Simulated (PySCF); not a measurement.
## KCa and its ions

ROHF-MP2; PySCF, spin-free X2C with a Gaussian nucleus, basis sets K x2c-SVPall, Ca x2c-SVPall. Neutral (ROHF): doublet (σ ↑), Re = 4.531 Å, ωe = 53.7 cm⁻¹, De = 0.10 eV.

KCa⁺ (RHF): singlet (closed shell), Re = 4.198 Å, ωe = 89.8 cm⁻¹, De = 0.48 eV to K⁺ + Ca. The energies at the minima are -1281.05227 hartree for KCa and -1280.91472 for KCa⁺.

Q: Work out the adiabatic ionisation energy, without and with harmonic zero-point energies (1 hartree = 27.2114 eV, 1 eV = 8065.5 cm⁻¹), and the change of the bond length.

A: At MP2: 0.13755 hartree = 3.743 eV between the minima; the zero-point term (89.8 − 53.7)/2 cm⁻¹ = +0.002 eV makes it 3.745 eV. Re changes by -33.3 pm against the neutral. The electron leaves a σ orbital, and the shorter bond of the ion fits an antibonding orbital, or a change in how ionic the bond is.

Correlated steps freeze 10 core orbitals. Weak bonds: KCa, KCa⁺. Basis-set superposition, not corrected here, can be much of De in a small basis, most of all at correlated wavefunction levels. For an ion De counts to the pair picked by the measured ionisation energies or electron affinities, which need not be the lowest pair at this level. States were picked by a PBE0 search and need not be the measured ground states.
